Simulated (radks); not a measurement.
Values are calculated unless marked as measured or tabulated.
All-electron atom: Pm2+ in [Xe] 4f5 (the NIST ground configuration). Level of theory: scalar-relativistic Kohn-Sham, r2SCAN, spin-polarised, spherical densities, finite nucleus; open shells are filled with parallel spins first (spin-orbit coupling, left out, can overturn this in heavy ions); meta-GGA in the generalised Kohn-Sham scheme; Fermi nuclear charge, rms radius 4.962 fm (a radial shooting solver on a logarithmic mesh with Libxc functionals).

Normalised radial functions P(r) = r R(r), r in bohr:

| r | 5p down | 4f up |
|---|---|---|
| 0.001906 | 0.0023 | 0.0000 |
| 0.002522 | 0.0038 | 0.0000 |
| 0.003337 | 0.0061 | 0.0000 |
| 0.004415 | 0.0099 | 0.0000 |
| 0.005842 | 0.0158 | 0.0000 |
| 0.007729 | 0.0251 | 0.0000 |
| 0.01023 | 0.0391 | 0.0000 |
| 0.01353 | 0.0597 | 0.0001 |
| 0.01776 | 0.0871 | 0.0002 |
| 0.0235 | 0.1229 | 0.0005 |
| 0.03109 | 0.1623 | 0.0013 |
| 0.04114 | 0.1943 | 0.0034 |
| 0.05444 | 0.1988 | 0.0087 |
| 0.07203 | 0.1494 | 0.0212 |
| 0.0953 | 0.0293 | 0.0484 |
| 0.1261 | -0.1404 | 0.1030 |
| 0.1668 | -0.2759 | 0.2017 |
| 0.2208 | -0.2544 | 0.3571 |
| 0.2921 | -0.0178 | 0.5638 |
| 0.3865 | 0.3083 | 0.7848 |
| 0.5113 | 0.4407 | 0.9527 |
| 0.6766 | 0.1857 | 0.9949 |
| 0.8952 | -0.3281 | 0.9002 |
| 1.184 | -0.7680 | 0.7184 |
| 1.567 | -0.8791 | 0.5109 |
| 2.074 | -0.6766 | 0.3212 |
| 2.744 | -0.3611 | 0.1748 |
| 3.63 | -0.1275 | 0.0791 |
| 4.803 | -0.0274 | 0.0275 |

5p down: eigenvalue -35.122 eV, 3 radial nodes at r = 0.100, 0.297, 0.754 bohr, <r> = 1.70 bohr, 90 % of the charge inside 2.49 bohr. 4f up: eigenvalue -16.191 eV, 0 radial nodes, <r> = 1.01 bohr, 90 % of the charge inside 1.76 bohr.
